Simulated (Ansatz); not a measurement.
Ligand exchange: CH2F2 + BH2I → CH2FI + BH2F

Species: CH2F2 (difluoromethane) `FCF`, singlet; BH2I `BI`, singlet; CH2FI (fluoroiodomethane) `FCI`, singlet; BH2F `BF`, singlet. The partners trade F for I: C–F and B–I bonds give way to C–I and B–F.

Shapes, held fixed at every level: PBE0-D4/def2-TZVP. Programs: Ansatz 0.2.0. The zero-point and thermal change to 298 K, harmonic and unscaled (PBE0-D4/def2-TZVP), is -0.7 kJ/mol.

Estimate ΔH(298 K) of this reaction.

The highest level, CCSD(T)/def2-TZVPP, gives ΔH(298 K) = -67.2 kJ/mol; the levels span -70.8 to -58.7. The column of differences is taken from that level and isn't an error. No measured value is set beside it here. For atoms past krypton def2 sets carry core potentials with scalar relativity. Outer-core shells of I are correlated, in sets that cover them unevenly.

| level | kind | ΔH(298 K) (kJ/mol) | less CCSD(T)/def2-TZVPP |
| --- | --- | --- | --- |
| r2SCAN-D4/def2-TZVPP | meta-GGA | -68.2 | -1.0 |
| BHLYP-D4/def2-TZVPP | global hybrid | -70.8 | -3.6 |
| PBE0-D4/def2-TZVPP | global hybrid | -64.8 | +2.4 |
| r2SCAN0-D4/def2-TZVPP | global hybrid | -65.0 | +2.2 |
| MP2/def2-SVP | perturbation theory | -64.0 | +3.2 |
| MP2/def2-TZVPP | perturbation theory | -70.2 | -3.0 |
| CCSD/def2-SVP | coupled cluster or CI | -58.7 | +8.5 |
| CCSD(T)/def2-TZVPP | coupled cluster or CI | -67.2 | 0.0 |
